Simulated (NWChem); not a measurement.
Molecule: CH$_{3}$BeBr; SMILES [CH3][Be][Br]

```xyz
6

Be    -0.0001    -1.1201     0.0006
Br     0.0008     0.8507     0.0002
C     -0.0004    -2.7975    -0.0010
H     -0.7614    -3.2066    -0.6791
H     -0.2064    -3.2097     0.9959
H      0.9667    -3.2072    -0.3223
```
Atoms are numbered in this order, from 1.

All runs: NWChem. Coordinates come from a B3LYP/6-31G* (spherical d) optimisation. Vzz is the largest principal value of the second derivative of the potential at the nucleus (NWChem prints the opposite sign); η is the asymmetry. Non-relativistic.

Question: What does the run give for CAM-B3LYP/cc-pVTZ? Quantities: Vzz Be1 (a.u.); η Be1; Vzz Br2 (a.u.); η Br2.

Answer: 
| Item | Value |
|---|---|
| Vzz Be1 (a.u.) | -0.237 |
| η Be1 | 0.00 |
| Vzz Br2 (a.u.) | 2.002 |
| η Br2 | 0.00 |
